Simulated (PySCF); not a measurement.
The PySCF input:
```python
from pyscf import gto, scf

mol = gto.M(
    atom='''
Si    1.30428247   -0.05685822    0.07372436
Si   -0.96457077    0.04804687   -0.07166066
H    -1.64097373    1.35010463   -0.26644745
H    -1.42237526   -0.40812985    1.26297987
H    -1.69261477   -0.81861577   -1.02542429
''',
    basis='6-31g**',
    spin=1,
    verbose=4,
    symmetry=True,
)

mf = scf.UHF(mol)
mf.kernel()
mf.analyze()
```

Problem. What does this run give for the dipole moment, nuclear repulsion energy, number of basis functions, total energy, <S^2>?

Solution. 
| Item | Result |
|---|---|
| dipole moment | 0.41 D |
| nuclear repulsion energy | 68.2493 Eh |
| number of basis functions | 51 |
| total energy | -579.4890 Eh |
| <S^2> | 0.762 |

These values belong to the state on which the SCF converged, which isn't shown to be the lowest.
